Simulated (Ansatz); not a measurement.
`N#[As]`. Charge 0, multiplicity 1. The geometry is a stationary point of PBE0-D4/def2-TZVP.

```xyz
2

N     0.247   -0.373    0.665
As   -0.247    0.373   -0.665
```

What is the dipole moment at ωB97M-V/def2-TZVPP? (Best estimate.)

Ansatz gave: 3.21 D, with components (-0.99, 1.49, -2.66) D in this frame, pointing from negative to positive charge.

And with PBE, r2SCAN, B3LYP? (An estimate is asked.)

The calculation gave: PBE 2.87 D, r2SCAN 2.92 D, B3LYP 3.08 D.

Give the Mulliken charges with ωB97M-V, B3LYP, PBE in def2-TZVPP. (Estimate.)

The calculation gave: 
```json
{"atom": "N1", "ωB97M-V": "-0.37", "B3LYP": "-0.37", "PBE": "-0.34"}
{"atom": "As2", "ωB97M-V": "0.37", "B3LYP": "0.37", "PBE": "0.34"}
```

B3LYP here is the variant with VWN-RPA as its local correlation; programs differ in this.
